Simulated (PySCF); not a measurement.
# Trend along the alkali metals: MF cations

PBE0 with double-zeta basis sets in PySCF, for the lowest determinant that a PBE0 search found; no spin–orbit coupling. De refers to high-spin ground-configuration atoms (the charge goes to the atom of lower measured ionisation energy or higher electron affinity, which is not always the lowest computed limit). A positive dipole points towards F; it is taken about the centre of mass and depends on that origin.

```csv
M,basis,charged atom,state (unpaired electrons),Re (Å),ωe (cm⁻¹),De (eV),μ (D)
Li,cc-pVDZ,Li+,doublet (π ↑),2.092,289,0.46,-6.84
Na,def2-SVP,Na+,doublet (π ↑),2.431,157,0.28,-4.89
K,x2c-SVPall,K+,doublet (π ↑),2.874,108,0.20,-4.18
Rb,def2-SVP,Rb+,doublet (π ↑),2.981,118,0.19,-2.28
Cs,def2-SVP,Cs+,doublet (π ↑),3.206,101,0.18,-1.56
```

The shortest bond is that of LiF⁺ (2.092 Å), the longest that of CsF⁺ (3.206 Å).

The rows differ in basis set, which adds steps of its own.

Down a group the atoms grow and get heavier, so bonds lengthen and wavenumbers fall; the exceptions here are the higher wavenumber at Rb.

Weak bonds: CsF⁺, KF⁺, LiF⁺, NaF⁺, RbF⁺. Basis-set superposition, not corrected here, can be much of De in a small basis, most of all at correlated wavefunction levels. These are scalar-relativistic numbers at best; spin–orbit coupling would shift them, the dissociation energy most. For an ion De counts to the pair picked by the measured ionisation energies or electron affinities, which need not be the lowest pair at this level. States were picked by a PBE0 search and need not be the measured ground states.
